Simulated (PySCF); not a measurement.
Zr(I)4, SMILES [I][Zr]([I])([I])[I] (PBE0/def2-SVP optimised geometry):

```
5

Zr    -0.892    -1.263     0.000
I     -1.788     1.263     0.000
I     -1.777    -2.528    -2.191
I      1.788    -1.263     0.000
I     -1.791    -2.524     2.188
```

Level of theory: PBE0/def2-TZVP, def2 effective core potentials past Kr (PySCF 2.14.0).

**Question.** What are the frontier orbital energies and the dipole moment?

**Answer.** HOMO-2 -7.89 eV, HOMO-1 -7.89 eV, HOMO -7.89 eV, LUMO -3.02 eV, LUMO+1 -3.02 eV; dipole moment 0.00 D.
